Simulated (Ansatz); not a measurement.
Calculated with Ansatz (gas phase, PBE0-D4/def2-TZVP geometries, no zero-point term in ΔE). CCSD(T)/CBS adds triple-zeta CCSD(T) − MP2 to the extrapolated MP2 energy (def2 sets, frozen cores). Functionals use def2-TZVPP. B3LYP here is the variant with VWN-RPA as its local correlation; programs differ in this. HSE06 is defined as in plane-wave codes. For Zn outer-core shells are correlated without core-valence functions, which leaves a few kJ/mol of doubt a bond. Scalar relativity is left out up to krypton. Each species was taken in one conformer, which may not be the lowest.

`C[S][Zn][SH]` + `CBNC` → `CBN(C)C` + `[SH][Zn][SH]`  (substitution at a C–S bond)

```json
{"level": "B97M-V", "ΔE (kJ/mol)": "0.5"}
{"level": "B2PLYP", "ΔE (kJ/mol)": "3.0"}
{"level": "B3LYP", "ΔE (kJ/mol)": "6.1"}
{"level": "HSE06", "ΔE (kJ/mol)": "4.3"}
{"level": "LC-ωPBE", "ΔE (kJ/mol)": "2.8"}
{"level": "HF/def2-QZVPP", "ΔE (kJ/mol)": "4.1"}
{"level": "SCS-MP2/def2-QZVPP", "ΔE (kJ/mol)": "1.4"}
{"level": "MP2/CBS(def2)", "ΔE (kJ/mol)": "2.1"}
```

Q: What does CCSD(T)/CBS give? (Best estimate.)

A: Computed: +0.2 kJ/mol. The listed levels differ from it by 0.3, 2.8, 5.9, 4.1, 2.6, 3.9, 1.2, 1.9 kJ/mol.

Largest T1 diagnostic among the species: 0.014.

Leaving LDA and LC-ωPBE aside and taking each functional with its dispersion term where it has one, the values, not all of them listed here, spread over 5.0 kJ/mol, from CAM-B3LYP-D4 to BLYP-D4. LDA lies −14.1 kJ/mol from PBE without D4. The D4 term adds −3.5 kJ/mol with B3LYP and −2.1 kJ/mol with PBE0; it sums over pairs of atoms, weighted by their polarisabilities, and B3LYP, whose exchange is more repulsive, gets the larger term.
